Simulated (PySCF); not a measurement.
## NMR parameters from quadrupole coupling constants

Species: CH8F2OSi3.
Z-matrix (Å and degrees, GFN2-xTB geometry), rows numbered from 1:
```
F 
C   1  1.3868
Si  2  1.9187  1  109.97
O   3  1.6060  2  108.27  1    57.11
Si  4  1.6414  3  160.11  2   -37.42
Si  5  2.2990  4  109.12  3    11.79
F   6  1.6236  5  104.46  4  -179.14
H   2  1.0918  1  106.21  3  -122.42
H   2  1.0931  1  105.94  3   122.49
H   3  1.4593  2  108.39  1   172.93
H   3  1.4591  2  109.28  1   -60.63
H   5  1.4709  4  102.15  3   135.63
H   5  1.4700  4  103.15  3  -112.68
H   6  1.4606  5  118.25  4   -65.93
H   6  1.4634  5  117.37  4    68.79
```

Computed at PBE0/pcSseg-1 (PySCF, non-relativistic):

| atom | environment | nucleus | spin I | Q (b) | CQ = χzz (MHz) | η |
| --- | --- | --- | --- | --- | --- | --- |
| O4 | siloxane oxygen | 17O | 5/2 | -0.0256 | -6.851 | 0.126 |

Give the quadrupolar product PQ = |CQ|√(1 + η²/3), the quadrupolar frequency νQ = 3|CQ|/[2I(2I − 1)] and the Larmor frequency ν0 = |g| × 7.62259 MHz/T × B at 7.05 T, with g(17O) = −0.75752.

```tsv
atom	PQ (MHz)	νQ (MHz)	ν0 (MHz)	νQ/ν0
O4	6.869	1.028	40.71	0.025
```

For O4: PQ = 6.851 × 1.0026, νQ = 6.851 × 0.1500, ν0 = 5.7742 MHz/T × 7.05 T.

For half-integer spins with νQ below a tenth of ν0, find the second-order shift of the centre of gravity of the central transition at 7.05 and 14.1 T.

From −(3/40)(PQ/ν0)²[I(I + 1) − 3/4]/[I(2I − 1)]², which goes as 1/B² (ppm):

```tsv
site	7.05 T	14.1 T
17O at O4	-171	-42.7
```

Take a correlation time of 2 ps, isotropic tumbling and extreme narrowing. What quadrupolar relaxation rates and linewidths follow?

1/T1 = 1/T2 = (3π²/10)(2I + 3)/[I²(2I − 1)] × PQ² × τc; the width is 1/(πT2).

```
     site  spin factor (2I + 3)/[I²(2I − 1)]  1/T1 (s⁻¹)  T1 (ms)  linewidth (Hz)
17O at O4                              0.320        89.4     11.2            28.5
```

The couplings are those of the rigid, isolated species; surroundings and motion change them. GFN2-xTB bond lengths can be off by several hundredths of an ångström, more for odd bonds, and the gradients follow them. The basis is small and wasn't made for field gradients, so the couplings can be 20 % off.

The run behind these numbers computed NMR shieldings as well. Hardware: one thread of an Arm Neoverse V1, no GPU, shared host with 32 logical CPUs at a one-minute load of 16. Cost: 23 s, 0.82 GiB resident at most.

One conformer stands for the species.
